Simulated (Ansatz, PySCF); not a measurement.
Gas-phase reaction (SMILES): C#CC + C (CH4) -> C#C (C2H2) [acetylene] + CC (C2H6); bond separation energy.

Structures are relaxed separately at B3LYP-D3(BJ)/def2-TZVP in Ansatz (a program for electronic structure). Valence correlation only, unless marked. No spin-orbit coupling. Non-relativistic. CBS marks a two-point X^-3 extrapolation of the correlation energy; Hartree-Fock from the larger set. The bracket is a focal-point correction in the basis named. Thermal terms are rigid-rotor harmonic-oscillator values from B3LYP-D3(BJ) frequencies (PySCF) at 298.15 K and 1 atm. 1 Eh = 627.5095 kcal/mol.

```
species     E, RI-MP2/CBS(cc-pVTZ,cc-pVQZ)+[CCSD(T)-MP2]/cc-pVTZ (Ansatz) (Eh)  E, B3LYP-D3(BJ)/def2-TZVPD (Ansatz + dftd3) (Eh)  H - E (Eh)  G - E (Eh)
----------  ------------------------------------------------------------------  ------------------------------------------------  ----------  ----------
C#CC                                                                -116.49431                                        -116.71120     0.06041     0.03237
C#C (C2H2)                                                           -77.22575                                         -77.36714     0.03061     0.00785
C (CH4)                                                              -40.46125                                         -40.53958     0.04840     0.02728
CC (C2H6)                                                            -79.71807                                         -79.86964     0.07887     0.05302
```

Work out ΔE and ΔH, ΔG, ΔS and the equilibrium constant at 298.15 K at the first level, then ΔH at the second.


1. ΔE = [(-77.22575) + (-79.71807)] - [(-116.49431) + (-40.46125)] = 0.01174 Eh = 7.4 kcal/mol at RI-MP2/CBS(cc-pVTZ,cc-pVQZ)+[CCSD(T)-MP2]/cc-pVTZ.
2. The terms H - E add up to 0.00067 Eh, so ΔH = (0.01174 + (0.00067))×627.5095 = 7.8 kcal/mol.
3. The terms G - E add up to 0.00122 Eh, so ΔG = 8.1 kcal/mol, and ΔS = (0.00067 - (0.00122))×627509.5/298.15 = -1.2 cal/(mol K).
4. log10 K = -ΔG/(RT ln 10) = -5.9, with RT ln 10 = 1.3642 kcal/mol.
5. At B3LYP-D3(BJ)/def2-TZVPD the same steps give ΔE = 8.8 and ΔH = 9.2 kcal/mol, a shift of +1.4 from the first level.
6. Tabulated enthalpies of formation (C#CC 44.4 kcal/mol, ATcT 1.112; C#C (C2H2) 54.6 kcal/mol, ATcT 1.112; C (CH4) -17.8 kcal/mol, ATcT 1.112; CC (C2H6) -20.0 kcal/mol, ATcT 1.112) give ΔH = 8.0, so the errors are -0.2 and +1.2 kcal/mol; the tables hold anharmonic motion, scalar relativity, which both levels lack, and core correlation, which the frozen-core level lacks.
